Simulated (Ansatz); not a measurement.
A calculation with Ansatz (development build ahead of 0.2.0).

```yaml
crystal:
  periodic: [false, false, false]
  atoms:
    - { symbol: H, position_ang: [0.56401, 0.0, 0.0] }
    - { symbol: H, position_ang: [-0.28201, 0.48845, 0.0] }
    - { symbol: H, position_ang: [-0.28201, -0.48845, 0.0] }
basis:
  gaussian: { orbitals: cc-pVDZ }
total_charge: 1
hamiltonian:
  xc: hf
correlation:
  method: mp2
  frozen_orbitals: { H: 0 }
```

The input is written out in the form of the current development build from the run's settings.

The run gave:

- Converged: yes
- Reference energy: -1.28812 hartree
- Correlation energy: -0.03024 hartree
- Total energy: -1.31836 hartree
- Spin squared of the determinant: 0.000

Caution: bonds are stretched, where a single reference can fail; stretched shape with no unrestricted run beside it, a lower state can exist.
